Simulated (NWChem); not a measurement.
Molecule: C₂H₉NSi; SMILES C[C@@H](N)[SiH3]

```xyz
13

C     -1.2039     1.2369     0.1087
C      0.0201     0.4856    -0.3983
N      1.2380     1.1332     0.0919
Si    -0.0275    -1.3735     0.0367
H     -1.1235     2.3045    -0.1504
H     -1.2909     1.1685     1.2064
H     -2.1350     0.8384    -0.3225
H      0.0318     0.5626    -1.5010
H      2.0712     0.6860    -0.2863
H      1.3025     1.0498     1.1065
H      1.2001    -2.0373    -0.5082
H     -0.0035    -1.5167     1.5289
H     -1.2308    -2.0943    -0.4927
```
Atoms are numbered in this order, from 1.

All runs: NWChem. Medium grid unless said otherwise, to which SCAN and Minnesota functionals are sensitive. The geometry was optimised at PBE0/def2-SVP. Hybrids' shares of exact exchange are those that their runs print; pure functionals count as 0. The functionals differ in more than this share.

```csv
row,share of exact exchange,highest occupied level (eV)
PBE/def2-TZVP,0.00,-5.26
"LDA (Slater exchange, VWN5)/def2-TZVP",0.00,-5.38
TPSSh/def2-TZVP,0.10,withheld
B3LYP/def2-TZVP,0.20,-6.38
PBE0/def2-TZVP,0.25,-6.58
M06-2X/def2-TZVP,0.54,-7.87
```

Problem. Fit a straight line of the last column on the one before it, predict the withheld value, and compare with the run.

Solution. 
1. Means of the 5 shown rows: x = 0.198, y = -6.294. Slope Σ(x − x̄)(y − ȳ)/Σ(x − x̄)² = -0.9397/0.1981 = -4.744; intercept -5.355.
2. The shown rows scatter about the line by 0.062 (root mean square); the largest residual is +0.10, at PBE/def2-TZVP.
3. At x = 0.10 (TPSSh/def2-TZVP; inside the shown range) the line gives -5.83.
4. The run gives -5.85, -0.02 from the line, 0.3 times the scatter.
